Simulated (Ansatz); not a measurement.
Reaction (cleavage of the B–B bond): `BBCCCl` + `N=C=N` → `BN=C=N` + `BCCCl`

Computed with Ansatz on PBE0-D4/def2-TZVP structures; ΔE is electronic, products minus reactants. CCSD(T)/CBS adds triple-zeta CCSD(T) − MP2 to the extrapolated MP2 energy (def2 sets, frozen cores). This one scheme is used for every species. Functionals use def2-TZVPP. B3LYP here is the variant with VWN-RPA as its local correlation; programs differ in this. Each species was taken in one conformer, which may not be the lowest.

Q: Is it downhill or uphill in electronic energy at CCSD(T)/CBS, and by how much? (An estimate is asked.)

A: Ansatz gave: Downhill: ΔE = -120.4 kJ/mol.

Q: What do these levels give: PBE-D4, r2SCAN-D4, PBE0-D4, B3LYP-D4, ωB97X-V, ωB97M-V, B2PLYP, B3LYP, HF/def2-TZVPP, MP2/def2-TZVPP, MP2/CBS(def2), CCSD/CBS(def2)? (Best estimate.)

A: The calculation gave: PBE-D4 -113.6, r2SCAN-D4 -117.1, PBE0-D4 -116.9, B3LYP-D4 -125.3, ωB97X-V -117.1, ωB97M-V -120.9, B2PLYP -127.6, B3LYP -126.0, HF/def2-TZVPP -132.6, MP2/def2-TZVPP -130.8, MP2/CBS(def2) -129.6, CCSD/CBS(def2) -120.1 kJ/mol.

Largest T1 diagnostic among the species: 0.017.

From PBE to PBE0 (25 % exact exchange), in def2-TZVPP and without D4, ΔE moves by −3.4 kJ/mol.
